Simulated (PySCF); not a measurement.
C₂H₃BClFO₂. Atoms are numbered in the order given.

```xyz
10

B      0.7369     0.3954     0.6671
Cl     0.2289    -0.9489     1.6650
F      1.6080     1.2625     1.1491
O      0.3439     0.5647    -0.6284
C     -0.8131     0.0821    -1.2041
C     -0.6177    -0.1746    -2.6704
O     -1.8188    -0.0579    -0.5783
H     -1.5653    -0.4958    -3.1182
H      0.1506    -0.9513    -2.8054
H     -0.2502     0.7401    -3.1586
```

Geometry optimised at ωB97X-D3(BJ)/def2-SVP. Other conformers were not sampled.

Method: PBE0/def2-TZVP in PySCF.

Gas-phase values at a fixed geometry.

```json
{
  "total_energy": "-813.15400 hartree",
  "highest_occupied_level": "-8.68 eV",
  "lowest_empty_level": "-0.89 eV",
  "orbital_gap": "7.80 eV",
  "dipole_moment": "2.80 D",
  "quadrupole, principal values (traceless, Buckingham form, about the centre of nuclear charge)": "-9.22, 0.80, 8.42 D·Å",
  "mean_static_polarisability": "53.4 bohr³ (7.92 Å³)",
  "polarisability_principal_values": "43.0, 54.3, 63.1 bohr³"
}
```
